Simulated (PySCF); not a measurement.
Coordinates in bohr (charge -1 multiplicity 1):
```
Pt    0.0135    0.0000    0.0000
H     3.1532    0.0000    0.0000
H    -2.8818    0.9814    0.0000
H    -2.8818   -0.9814    0.0000
```

All numbers come from PBE0/[Pt def2-TZVPD with ECP60, H def2-TZVPD], scalar-relativistic core potentials, density fitting, no spin–orbit coupling, PySCF.

This geometry of [PtH3]- is a stationary point at this level.

(1) What is the point group?

(2) Is it a minimum?

(3) Which band is strongest in the infrared?

(4) What are the dipole moment and the gap between the highest occupied and lowest empty levels?

(5) Give the ideal-gas entropy at 298.15 K and 1 bar by parts.

Answers

(1) C2v.

(2) Yes: all harmonic wavenumbers are real.

(3) 1901 cm⁻¹ (a1), 247 km/mol.

(4) 1.81 D about the centre of mass and 3.74 eV.

(5) translation 174.8, rotation 57.3, vibration 5.5, spin 0.0; total 237.6 J/(mol K).

Stability towards spin polarisation was not tested. Other isomers or separated fragments may lie lower. The lowest empty level of this anion is unbound, so it and the gap depend on the basis. With an element this heavy the missing spin–orbit coupling can shift these numbers.
